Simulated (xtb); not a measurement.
C$_{5}$H$_{11}$Se (SMILES C[CH][Se]C(C)C), doublet, at a GFN2-xTB geometry; GFN1-xTB in xtb 6.7.1.

Input for xtb:
```
$ xtb mol.xyz --gfn 1 --uhf 1 --hess --json

# file mol.xyz
17

C      2.29637255    -0.94634639     0.75234700
C      1.59938250    -0.62937542    -0.52463166
Se     0.20345855     0.57348155    -0.67304375
C     -1.00289763    -0.04927358     0.82172781
C     -1.38403725    -1.49819032     0.59098751
C     -2.20743354     0.87237582     0.87129765
H      3.12174512    -0.25208013     0.94207276
H      2.72498373    -1.94772873     0.69603122
H      1.62010201    -0.90815918     1.60305648
H      2.20050582    -0.66402759    -1.42328111
H     -0.41621143     0.05496636     1.73939848
H     -1.96706730    -1.86982428     1.43274878
H     -1.98226257    -1.59236799    -0.31357124
H     -0.49544456    -2.11747333     0.48177907
H     -2.85759208     0.59143629     1.69862159
H     -1.89749548     1.90695479     1.01045726
H     -2.77717372     0.80479040    -0.05419601
```

The log (banner, timings and long lists left out):

```
   ID    Z sym.   atoms
    1    6 C      1, 2, 4-6
    2   34 Se     3
    3    1 H      7-17

           -------------------------------------------------
          |                Calculation Setup                |
           -------------------------------------------------

           -------------------------------------------------
          |                 G F N 1 - x T B                 |
           -------------------------------------------------

          ...................................................
          :                      SETUP                      :
          :.................................................:
          :  # basis functions                  52          :
          :  # atomic orbitals                  51          :
          :  # shells                           35          :
          :  # electrons                        37          :
          :  # halogen bonds                     0          :
          :  max. iterations                   250          :
          :  Hamiltonian                  GFN1-xTB          :
          :  restarted?                      false          :
          :  GBSA solvation                  false          :
          :  PC potential                    false          :
          :  electronic temp.          300.0000000     K    :
          :  accuracy                    1.0000000          :
          :  -> integral cutoff          0.2500000E+02      :
          :  -> integral neglect         0.1000000E-07      :
          :  -> SCF convergence          0.1000000E-05 Eh   :
          :  -> wf. convergence          0.2000000E-04 e    :
          :  Broyden damping             0.4000000          :
          :  net charge                          0          :
          :  unpaired electrons                  1          :
          ...................................................

 iter      E             dE          RMSdq      gap      omega  full diag
   1    -19.9792259 -0.199792E+02  0.778E+00    3.47       0.0  T
   2    -20.0069653 -0.277394E-01  0.454E+00    2.70       1.0  T
   3    -19.9050446  0.101921E+00  0.279E+00    3.71       1.0  T
   4    -20.0205953 -0.115551E+00  0.325E-01    3.06       1.0  T
   5    -20.0214768 -0.881427E-03  0.346E-02    3.10       1.0  T
   6    -20.0214838 -0.705267E-05  0.161E-02    3.11       1.5  T
   7    -20.0214846 -0.758173E-06  0.965E-03    3.10       2.5  T
   8    -20.0214853 -0.740552E-06  0.128E-03    3.11      18.9  T
   9    -20.0214853 -0.730228E-08  0.132E-04    3.11     184.0  T
  10    -20.0214853 -0.893401E-10  0.750E-05    3.11     323.3  T

   *** convergence criteria satisfied after 10 iterations ***

         :::::::::::::::::::::::::::::::::::::::::::::::::::::
         ::                     SUMMARY                     ::
         :::::::::::::::::::::::::::::::::::::::::::::::::::::
         :: total energy             -19.788980143951 Eh    ::
         :: gradient norm              0.023667198792 Eh/a0 ::
         :: HOMO-LUMO gap              3.106702250913 eV    ::
         ::.................................................::
         :: SCC energy               -20.021485320651 Eh    ::
         :: -> electrostatic           0.001726203549 Eh    ::
         :: repulsion energy           0.239565802208 Eh    ::
         :: dispersion energy         -0.007060625508 Eh    ::
         :: halogen bond corr.         0.000000000000 Eh    ::
         :: add. restraining           0.000000000000 Eh    ::
         :: total charge              -0.000000000000 e     ::
         :::::::::::::::::::::::::::::::::::::::::::::::::::::

           -------------------------------------------------
          |                Numerical Hessian                |
           -------------------------------------------------
step length          :   0.00500
SCC accuracy         :   0.30000
Hessian scale factor :   1.00000
frozen atoms in %    :   0.00000    0
RMS gradient         :   0.02367 !! INCOMPLETELY OPTIMIZED GEOMETRY !!
estimated CPU  time      0.05 min

writing file <hessian>.

 projected vibrational frequencies (cm⁻¹)
eigval :       -0.00    -0.00    -0.00    -0.00     0.00     0.00
eigval :     -101.15    51.45   100.84   138.63   151.03   178.31
eigval :      243.19   267.91   329.44   390.57   459.44   556.32
eigval :      660.01   921.14   933.94   969.28   984.76  1006.76
eigval :     1031.87  1125.32  1144.03  1160.83  1215.72  1258.78
eigval :     1324.95  1379.04  1385.94  1391.03  1458.22  1467.64
eigval :     1469.24  1471.61  1473.90  1479.52  2979.83  3009.83
eigval :     3044.81  3045.62  3046.28  3086.75  3087.67  3091.33
eigval :     3095.07  3096.19  3116.10
           -------------------------------------------------
          |                Property Printout                |
           -------------------------------------------------

    * Orbital Energies and Occupations

         #    Occupation            Energy/Eh            Energy/eV
      -------------------------------------------------------------
         1        2.0000           -0.8905028             -24.2318
       ...           ...                  ...                  ...
         7        2.0000           -0.5532988             -15.0560
         8        2.0000           -0.5424453             -14.7607
         9        2.0000           -0.5310506             -14.4506
        10        2.0000           -0.5203886             -14.1605
        11        2.0000           -0.5166830             -14.0597
        12        2.0000           -0.5109747             -13.9043
        13        2.0000           -0.4947479             -13.4628
        14        2.0000           -0.4840336             -13.1712
        15        2.0000           -0.4802683             -13.0688
        16        2.0000           -0.4565302             -12.4228
        17        2.0000           -0.4445981             -12.0981
        18        2.0000           -0.4045051             -11.0071
[...]
   9: 16.61  10:  4.67  11:  8.27  12:  3.96  13: 17.23  14: 19.28  15: 20.96  16:  9.06
  17:  5.70  18: 15.50  19: 18.81  20:  7.63  21:  2.37  22:  3.65  23:  3.28  24:  3.82
  25:  3.21  26:  8.74  27:  7.52  28:  7.11  29:  4.05  30:  5.59  31:  4.57  32:  3.17
  33:  3.86  34:  3.35  35:  1.53  36:  1.53  37:  1.59  38:  1.50  39:  1.56  40:  1.53
  41:  1.62  42:  1.80  43:  1.33  44:  1.51  45:  1.39  46:  1.98  47:  1.99  48:  1.99
  49:  1.98  50:  1.91  51:  1.84
 IR intensities (km·mol⁻¹)
   1:  0.06   2:  0.04   3:  0.07   4:  0.07   5:  0.00   6:  0.03   7:  0.82   8:  0.02
   9:  0.29  10:  1.17  11:  1.78  12:  0.06  13:  0.57  14:  0.56  15:  3.19  16:  1.94
  17: 44.05  18: 16.00  19: 18.80  20:  2.11  21:  5.42  22:  1.24  23:  6.65  24:  4.49
  25: 14.87  26:  2.87  27:  2.12  28: 33.92  29: 36.90  30: 28.79  31:  0.66  32: 11.90
  33: 26.77  34:  7.65  35:  7.85  36:  2.51  37:  8.97  38: 11.31  39:  2.72  40: 10.48
  41: 27.76  42: 20.25  43:  5.67  44: 27.97  45: 17.28  46:  8.48  47: 28.65  48: 15.42
  49: 20.07  50: 10.47  51: 27.51
 Raman intensities (Ä⁴*amu⁻¹)
   1:  0.00   2:  0.00   3:  0.00   4:  0.00   5:  0.00   6:  0.00   7:  0.00   8:  0.00
   9:  0.00  10:  0.00  11:  0.00  12:  0.00  13:  0.00  14:  0.00  15:  0.00  16:  0.00
  17:  0.00  18:  0.00  19:  0.00  20:  0.00  21:  0.00  22:  0.00  23:  0.00  24:  0.00
  25:  0.00  26:  0.00  27:  0.00  28:  0.00  29:  0.00  30:  0.00  31:  0.00  32:  0.00
  33:  0.00  34:  0.00  35:  0.00  36:  0.00  37:  0.00  38:  0.00  39:  0.00  40:  0.00
  41:  0.00  42:  0.00  43:  0.00  44:  0.00  45:  0.00  46:  0.00  47:  0.00  48:  0.00
  49:  0.00  50:  0.00  51:  0.00
 output can be read by thermo (or use thermo option).
 writing <g98.out> molden fake output.
 recommended (thermochemical) frequency scaling factor: 1.0
           -------------------------------------------------
          |             Thermodynamic Functions             |
           -------------------------------------------------

c1  symmetry found (for desy threshold:  0.10E+00) used in thermo

          ...................................................
          :                      SETUP                      :
          :.................................................:
          :  # frequencies                          44      :
          :  # imaginary freq.                       1      :
          :  linear?                             false      :
          :  only rotor calc.                    false      :
          :  symmetry                               c1      :
          :  rotational number                       1      :
          :  scaling factor                  1.0000000      :
          :  rotor cutoff                   50.0000000 cm⁻¹ :
          :  imag. cutoff                  -20.0000000 cm⁻¹ :
          :.................................................:

    mode    ω/cm⁻¹     T·S(HO)/kcal·mol⁻¹    T·S(FR)/kcal·mol⁻¹   T·S(vib)
   ------------------------------------------------------------------------
       1     51.45    -1.41945 ( 52.85%)    -1.04774 ( 47.15%)    -1.24421
       2    100.84    -1.02502 ( 94.30%)    -0.84855 (  5.70%)    -1.01496
       3    138.63    -0.84157 ( 98.34%)    -0.75431 (  1.66%)    -0.84012
       4    151.03    -0.79286 ( 98.81%)    -0.72896 (  1.19%)    -0.79210
       5    178.31    -0.69946 ( 99.39%)    -0.67977 (  0.61%)    -0.69934
       6    243.19    -0.53054 ( 99.82%)    -0.58788 (  0.18%)    -0.53064
       7    267.91    -0.47992 ( 99.88%)    -0.55921 (  0.12%)    -0.48002
   ------------------------------------------------------------------------

   temp. (K)  partition function   enthalpy   heat capacity  entropy
                                   cal/mol     cal/K/mol   cal/K/mol   J/K/mol
 298.15  VIB   327.                 3830.044     23.563     23.724
         ROT  0.328E+06              888.752      2.981     28.219
         INT  0.107E+09             4718.797     26.544     51.943
         TR   0.178E+28             1481.254      4.968     40.910
         TOT                        6200.0508    31.5122    92.8531   388.4974

       T/K    H(0)-H(T)+PV         H(T)/Eh          T*S/Eh         G(T)/Eh
   ------------------------------------------------------------------------
    298.15    0.988041E-02    0.154043E+00    0.441175E-01    0.109926E+00
   ------------------------------------------------------------------------

         :::::::::::::::::::::::::::::::::::::::::::::::::::::
         ::                  THERMODYNAMIC                  ::
         :::::::::::::::::::::::::::::::::::::::::::::::::::::
         :: total free energy         -19.679054475637 Eh   ::
         ::.................................................::
         :: total energy              -19.788980144012 Eh   ::
         :: zero point energy           0.144162770967 Eh   ::
         :: G(RRHO) w/o ZPVE           -0.034237102592 Eh   ::
         :: G(RRHO) contrib.            0.109925668375 Eh   ::
         :::::::::::::::::::::::::::::::::::::::::::::::::::::
imag cut-off (cm-1) :    5.00
 found            1  significant imaginary frequency
 writing imag mode distorted coords to xtbhess.xyz
 for further optimization.

           -------------------------------------------------
          | TOTAL ENERGY              -19.788980144012 Eh   |
          | TOTAL ENTHALPY            -19.634936963253 Eh   |
          | TOTAL FREE ENERGY         -19.679054475637 Eh   |
          | GRADIENT NORM               0.023667549388 Eh/α |
          | HOMO-LUMO GAP               3.106732192492 eV   |
           -------------------------------------------------
########################################################################
[WARNING] Runtime exception occurred
-1- hessian_numhess: Hessian on incompletely optimized geometry!
########################################################################

normal termination of xtb
```
